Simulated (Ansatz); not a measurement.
Geometry optimisation, RKS PBE0/def2-SVP in Ansatz.

input.yaml

```yaml
crystal:
  periodic: [false, false, false]
  atoms:
    - { symbol: Ga, position_ang: [-0.228324, 1.169262, -0.206841] }
    - { symbol: Cl, position_ang: [2.327254, -1.204033, -0.80386] }
    - { symbol: H, position_ang: [0.568647, 2.083239, 0.773589] }
    - { symbol: H, position_ang: [-0.596429, 1.407266, -1.703046] }
    - { symbol: H, position_ang: [1.168893, -1.350659, -0.197199] }
    - { symbol: "N", position_ang: [-0.837488, -0.465939, 0.530814] }
    - { symbol: H, position_ang: [-1.55234, -1.02137, 0.072447] }
    - { symbol: H, position_ang: [-0.850114, -0.617766, 1.534096] }
basis:
  gaussian: { orbitals: def2-SVP }
hamiltonian:
  xc: pbe0
relax:
  f_tol: 0.03
  max_steps: 50
```

Run as:

```bash
$ ansatz run input.yaml --threads 2 --pin off --max-ram 3072MiB --backend cpu --events-out ev --progress --plain --runs-dir out
```

**Question.** Where does it end, and by what steps?

**Answer.** It converged. After 13 steps the energy has fallen by 1.848 eV; H5 moved furthest, 1.20 Å. Parted: Cl2–H5 (1.32 → 2.72 Å). Joined: Ga1–Cl2 (3.54 → 2.22 Å), H5–N6 (2.31 → 1.02 Å).

| step | energy less start (eV) | largest force component (eV/Å) | accepted |
| --- | --- | --- | --- |
| 0 | 0.0000 | 0.955 | yes |
| 1 | -0.1103 | 0.338 | yes |
| 2 | -0.1595 | 0.819 | yes |
| 3 | -0.2003 | 0.835 | yes |
| 4 | -0.3573 | 0.951 | yes |
| 5 | -0.7558 | 1.703 | yes |
| 6 | -1.2388 | 2.995 | yes |
| 7 | -1.6651 | 0.643 | yes |
| 8 | -1.6474 | 1.881 | no |
| 9 | -1.7649 | 0.404 | yes |
| 10 | -1.8096 | 0.209 | yes |
| 11 | -1.8425 | 0.103 | yes |
| 12 | -1.8444 | 0.148 | yes |
| 13 | -1.8475 | 0.020 | yes |

```xyz
8
Properties=species:S:1:pos:R:3
Ga 0.395 0.944 -0.446
Cl 2.174 -0.279 -0.964
H 0.634 1.899 0.777
H -0.539 1.232 -1.673
H 0.105 -1.472 0.342
N -0.575 -0.719 0.470
H -1.449 -0.996 0.024
H -0.745 -0.608 1.470
```

The run took 18 s on 2 threads of Intel(R) Xeon(R) 6975P-C (Granite Rapids), with other jobs on the host, peak memory 0.19 GiB.
